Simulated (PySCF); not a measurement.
Spectrum to structure. Theory: PySCF 2.14.0, density-fitted response routines, TDDFT CAM-B3LYP/def2-SVPD, vertical, gas phase, core orbitals frozen in the response. Geometries: PBE0-D3(BJ)/def2-SVP, one conformer each. Relativistic effects are left out although some hold elements past zinc.

```csv
state,λ (nm),f
S1,202.6,0.011
S2,192.1,0.010
S3,178.9,0.092
S4,176.8,0.063
S5,174.8,0.048
S6,172.7,0.043
S7,171.5,0.023
S8,169.0,0.118
S9,166.4,0.281
S10,164.9,0.050
```

Triplets computed (Tamm–Dancoff): 4.26, 5.62, 6.07, 6.33 eV.

Orbital energies (eV): HOMO-3 -10.32, HOMO-2 -9.93, HOMO-1 -9.36, HOMO -8.97, LUMO 0.42, LUMO+1 0.62, LUMO+2 0.89.

Question: Which structure fits?
A. `C1CCOCC1`
B. `OCCCCCO`
C. `C=[CH][GeH2][GeH2][O][SiH3]`

Answer: C. Its S1, at 6.12 eV, is the lowest among the candidates; the nearest of the others has S1 at 7.00 eV. S1 is HOMO→LUMO (91%). Löwdin shares by element: HOMO germanium 44%, oxygen 21%, carbon 9% or more (atoms not listed hold the other 27%); LUMO germanium 41%, silicon 12%, oxygen 11% (atoms not listed hold the other 36%). At the same level the other candidates give, for their lowest levels:
- `C1CCOCC1`: 172 nm (f 0.008); 160 nm (f 0.061); 157 nm (f 0.042); 154 nm (f 0.007); 147 nm (f 0.005); T1 7.04 eV; HOMO -8.66, LUMO 1.40 eV
- `OCCCCCO`: 177 nm (f 0.006); 177 nm (f 0.007); 151 nm (f 0.023); 150 nm (f 0.041); 149 nm (f 0.029); T1 6.70 eV; HOMO -9.37, LUMO 1.11 eV

The values belong to the conformer `[CH2:1]=[CH:2][GeH2:3][GeH2:4][O:5][SiH3:6]`: C1–C2–Ge3–Ge4 10°, C2–Ge3–Ge4–O5 -49°, Ge3–Ge4–O5–Si6 -59°.
